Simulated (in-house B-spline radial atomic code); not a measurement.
F⁵⁺. Computed with a B-spline radial atomic code. Model: all-electron spherical atom, spin shells full or empty, radial basis limit, no spin-orbit coupling: exact exchange with a local potential (Slater, KLI or optimised effective potential, whose far tail is KLI's), no correlation.

The run also made RPA and GW results, which its time includes.

The Slater potential averages the orbital exchange potentials with the orbital densities as weights, KLI adds orbital constants, and the optimised effective potential minimises the exact-exchange energy among local potentials. So their energies lie above Hartree-Fock in the order OEP, KLI, Slater. All fall off as −1/r, unlike LDA and GGA exchange.

Command:
```bash
python run_gw.py task.json out
```
Settings (nuclear radius in fm, other lengths in bohr, energies in hartree):
```
Z                      9
electrons              4
configuration          [He] 2s2
hamiltonian            x2c
method                 oep
lmax                   9
rms_radius             2.8976
spin_polarised         False
box_radius             10.43
intervals              102
ion_configuration      [He] 2s1
```

Cost of the run: 5.1 s on 1 thread of Arm Neoverse N1, with other jobs on the host.

Given: hamiltonian one-electron scalar X2C; mean-field start exchange-only OEP.

Computed: energy above Hartree-Fock 0.81664 millihartree.

| radius (bohr) | r times exchange potential (hartree bohr) |
| --- | --- |
| 0.00556 | -0.042314 |
| 0.00655 | ? |
| 0.00773 | -0.058723 |
| 0.00912 | -0.069187 |
| 0.0108 | -0.081774 |
| 0.0127 | -0.095915 |
| 0.015 | -0.1129 |
| 0.0176 | -0.13187 |
| 0.0208 | -0.15488 |
| 0.0246 | -0.18162 |
| 0.029 | -0.21177 |
| 0.0342 | -0.24614 |
| 0.0403 | -0.2846 |
| 0.0475 | -0.32731 |
| 0.0561 | -0.37434 |
| 0.0661 | -0.42366 |
| 0.078 | -0.4748 |
| 0.092 | -0.52533 |
| 0.109 | -0.57358 |
| 0.128 | -0.61316 |
| 0.151 | -0.64364 |
| 0.178 | -0.65988 |
| 0.21 | -0.65547 |
| 0.248 | -0.6154 |
| 0.292 | -0.52095 |
| 0.345 | -0.40483 |
| 0.407 | -0.46326 |
| 0.48 | -0.6365 |
| 0.566 | -0.7559 |
| 0.667 | -0.83343 |
| 0.787 | -0.89412 |
| 0.929 | -0.94121 |
| 1.1 | -0.97275 |
| 1.29 | ? |
| 1.52 | -0.99669 |
| 1.8 | -0.99911 |
| 2.12 | -1.0001 |

(1) What belongs in the row 0.00655?

(2) What belongs in the row 1.29?

```json
{"occupied": "1s", "level (hartree)": "-30.698", "Hartree-Fock level (hartree)": "-32.092"}
{"occupied": "2s", "level (hartree)": "-5.6716", "Hartree-Fock level (hartree)": "-5.6716"}
```

| empty | level (hartree) |
| --- | --- |
| 2p | -5.0739 |
| 3s | ? |
| 3p | -2.1425 |
| 3d | -2.0276 |

(3) What belongs in the row 3s?

## Answers

(1) r times exchange potential (hartree bohr): -0.049811.

(2) r times exchange potential (hartree bohr): -0.98908.

(3) level (hartree): -2.3043.
